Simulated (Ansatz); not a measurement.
Reactions of `FC(Br)=CCl`.

Computed with Ansatz on PBE0-D4/def2-TZVP structures; ΔE is electronic, products minus reactants. CCSD(T)/CBS adds triple-zeta CCSD(T) − MP2 to the extrapolated MP2 energy (def2 sets, frozen cores). This one scheme is used for every species, atoms too. For atomizations the MP2-based limit and the directly extrapolated one differ by several kJ/mol either way, and by 10 to 25 for some Ge, Se and Sn compounds, so smaller differences from it don't rank the levels. Double bonds are as drawn, so ΔE can hold a change between cis and trans. Functionals use def2-TZVPP. Open shells (•) are unrestricted, without spin–orbit coupling. Spin–orbit coupling would lower the free atoms: a little for C, Cl, F; clearly for Br. For Br outer-core shells are correlated without core-valence functions, so the limit isn't a true one: a few kJ/mol of doubt a bond, and 10 to 20 or more in all where bonds break to atoms. Scalar relativity is left out up to krypton.

```json
{"reaction": "`F/C(Br)=C/Cl` + H–F → `F/C=C(\\F)Br` + HCl", "PBE0-D4 (kcal/mol)": "6.6", "MP2/CBS(def2) (kcal/mol)": "11.6", "HF/CBS(def2) (kcal/mol)": "1.5", "ωB97X-V (kcal/mol)": "5.0", "CCSD(T)/CBS(def2) (kcal/mol)": "8.2"}
{"reaction": "`F/C(Br)=C/Cl` → Br• + 2 C• + Cl• + F• + H•", "PBE0-D4 (kcal/mol)": "523.7", "MP2/CBS(def2) (kcal/mol)": "538.3", "HF/CBS(def2) (kcal/mol)": "337.7", "ωB97X-V (kcal/mol)": "513.8", "CCSD(T)/CBS(def2) (kcal/mol)": "513.2"}
{"reaction": "`F/C(Br)=C/Cl` + H–F → `FC(F)=CCl` + HBr", "PBE0-D4 (kcal/mol)": "-0.1", "MP2/CBS(def2) (kcal/mol)": "6.2", "HF/CBS(def2) (kcal/mol)": "-6.7", "ωB97X-V (kcal/mol)": "-1.7", "CCSD(T)/CBS(def2) (kcal/mol)": "2.8"}
{"reaction": "`F/C(Br)=C/Cl` + HCl → `Cl/C=C(/Cl)Br` + H–F", "PBE0-D4 (kcal/mol)": "-3.8", "MP2/CBS(def2) (kcal/mol)": "-9.7", "HF/CBS(def2) (kcal/mol)": "0.7", "ωB97X-V (kcal/mol)": "-1.9", "CCSD(T)/CBS(def2) (kcal/mol)": "-6.1"}
{"reaction": "`F/C(Br)=C/Cl` + H₂ → `F/C=C/Cl` + HBr", "PBE0-D4 (kcal/mol)": "-19.0", "MP2/CBS(def2) (kcal/mol)": "-17.0", "HF/CBS(def2) (kcal/mol)": "-28.4", "ωB97X-V (kcal/mol)": "-19.8", "CCSD(T)/CBS(def2) (kcal/mol)": "-19.7"}
{"reaction": "`F/C(Br)=C/Cl` + HBr → `F/C(Br)=C\\Br` + HCl", "PBE0-D4 (kcal/mol)": "-1.9", "MP2/CBS(def2) (kcal/mol)": "-2.8", "HF/CBS(def2) (kcal/mol)": "-2.4", "ωB97X-V (kcal/mol)": "-1.8", "CCSD(T)/CBS(def2) (kcal/mol)": "-2.4"}
```

Largest T1 diagnostic: 0.012, for `FC(F)=CCl`.
